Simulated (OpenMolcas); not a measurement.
Ir6+: moving or changing the point charges

Ir6+ among 6 point charges of -1.7 e arranged as a tetragonal octahedron (D4h), 1.93 Å from the ion, with the axial distance 1.891 Å.

- Program: OpenMolcas 26.06
- Method: CASSCF
- Basis: ANO-RCC-VTZP [8s7p5d3f1g]
- Scalar Hamiltonian: DKH2, point nucleus
- Active space: 3 electrons in 5 orbitals (5d)
- State averaging: 2S+1 = 4 even, 10 roots; 2S+1 = 2 even, 40 roots
- Spin-orbit coupling: state interaction with AMFI integrals over the reference wave functions

Runs around this geometry, states (labels of D4, the rotations of D4h). Energies in cm-1 above the lowest state or level, χT in cm3 K/mol.

| R (Å) | q (e) | Axial / equatorial distance | Ground state | First state of that spin | First gap with spin-orbit (degeneracies) | χT at 300 K | First state of another spin |
| --- | --- | --- | --- | --- | --- | --- | --- |
| 1.93 | -1.7 | 0.9 | 4B1 | 4B2 7301 | 1335 (2, 2) | 0.126 | 2E 18017 |
| 1.93 | -0.85 | 0.98 | 4B1 | 4B2 3631 | 165.1 (2, 2) | 0.116 | 2B1 17866 |
| 1.84 | -1.7 | 0.98 | 4B1 | 4B2 9063 | 236.4 (2, 2) | 0.168 | 2B1 18496 |
| 1.93 | -1.7 | 0.98 | 4B1 | 4B2 7192 | 244.7 (2, 2) | 0.133 | 2B1 18344 |
| 2.06 | -1.7 | 0.98 | 4B1 | 4B2 5234 | 238.2 (2, 2) | 0.116 | 2B1 18127 |

Taking the first state of the same spin as R^-n, n = -ln(5234 / 9063) / ln(2.06 / 1.84) = 4.9 between the shortest and longest distance.

Scaling the charges by -0.85 / -1.7 = 0.50 scales the first state of the same spin by 3631 / 7192 = 0.50; with fixed orbitals a first-order splitting would follow the charge.

Without dynamic correlation the repulsion within the d shell is too large (B by tens of per cent), so at a given field states of lower spin stand too high. Spin-orbit coupling mixes the spin-free states strongly: the lowest level takes only 40 % from its leading state, 4B1 (figures for R = 1.93, q = -1.7, ratio = 0.9; the like holds for R = 1.93, q = -0.85, ratio = 0.98, R = 1.84, q = -1.7, ratio = 0.98, R = 1.93, q = -1.7, ratio = 0.98, R = 2.06, q = -1.7, ratio = 0.98). Point charges carry no covalency, so the field is a model and not that of real ligands. No measured value stands beside these numbers.
